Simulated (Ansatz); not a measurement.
Calculated with Ansatz (gas phase, PBE0-D4/def2-TZVP geometries, no zero-point term in ΔE). CCSD(T)/CBS is the MP2 limit (def2-TZVPP, def2-QZVPP) plus CCSD(T) − MP2 in def2-TZVPP, frozen cores. This one scheme is used for every species. Functionals use def2-TZVPP. For Ge outer-core shells are correlated without core-valence functions, which leaves a few kJ/mol of doubt a bond. Scalar relativity is left out up to krypton. One conformer a species, not always the lowest.

Consider the formal exchange of groups at a Ge–F bond: `[F][GeH2][SiH2][SiH3]` + `[SiH3][GeH3]` → `[SiH3][SiH2][GeH2][SiH2][GeH3]` + H–F.

```
                         species  r2SCAN-D4 energy (Eh)
         `[F][GeH2][SiH2][SiH3]`            -2760.02878
                  `[SiH3][GeH3]`            -2370.05858
`[SiH3][SiH2][GeH2][SiH2][GeH3]`            -5029.63209
                             H–F             -100.44667
```

(1) Work out ΔE.

Largest T1 diagnostic among the species: 0.013.

Answers

(1) ΔE = (-5029.63209) + (-100.44667) − (-2760.02878) − (-2370.05858) = 0.00860 Eh = +5.4 kcal/mol. CCSD(T)/CBS gives +2.6 kcal/mol.

The D4 term adds −5.1 kcal/mol with B3LYP and −3.0 kcal/mol with PBE0; it sums over pairs of atoms, weighted by their polarisabilities, and B3LYP, whose exchange is more repulsive, gets the larger term. In def2-TZVPP, CCSD(T) changes the Hartree–Fock value by −11.5 kcal/mol (the triples alone add −1.4 kcal/mol) and MP2 by −12.6 kcal/mol.

B3LYP here is the variant with VWN-RPA as its local correlation; programs differ in this.
